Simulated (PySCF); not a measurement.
Zn(OH) (HOZn), SMILES [Zn+][OH], charge +1. Atoms are numbered in the order given.

```xyz
3

Zn    -0.0063     0.4193     0.0000
O      0.1170    -1.3477     0.0000
H     -0.7460    -1.7981     0.0000
```
Charge +1, spin multiplicity 1.

The structure is a stationary point at B3LYP-D3(BJ)/def2-TZVP. The spin state was assumed, not searched. The isomer is the one that the SMILES or the coordinates give; other isomers of the formula were not compared.

Two levels are set side by side: PBE/pcSseg-2 (PySCF) and PBE0/pcSseg-2 (PySCF). GIAO shifts against H2O (¹⁷O), TMS (¹H) at the same level; non-relativistic, no solvent, atoms listed together averaged. Differences are taken from unrounded values.

```
quantity             PBE0    PBE  PBE minus PBE0
------------------  -----  -----  --------------
δ(¹⁷O) of O2 (ppm)  183.6  295.4           111.9
δ(¹H) of H3 (ppm)    7.93  11.08            3.14
```

Rough cost on one machine, each run with all the roots and properties that it gave: PBE0 against PBE within a factor of 2.
